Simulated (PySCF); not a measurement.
C3H9FOSi, SMILES C(F)[Si@H](C)OC.

The structure is a stationary point at r2SCAN-D4/def2-SVP. The structure was generated by enumeration; whether it is a known compound was not checked. Other conformers were not sampled.

Computed with PBE0/def2-TZVP (PySCF).

Gas-phase values at a fixed geometry.

Estimate the frontier levels, gap, dipole moment and polarisability. (An estimate is asked for; the answer gives what the named calculation found.)


* **highest occupied level**: -7.82 eV
* **lowest empty level**: 0.61 eV
* **orbital gap**: 8.43 eV
* **dipole moment**: 2.08 D
* **quadrupole, principal values (traceless, Buckingham form, about the centre of nuclear charge)**: -7.45, 2.42, 5.03 D·Å
* **mean static polarisability**: 65.2 bohr³ (9.67 Å³)
* **polarisability, principal values**: 60.5, 66.2, 69.0 bohr³
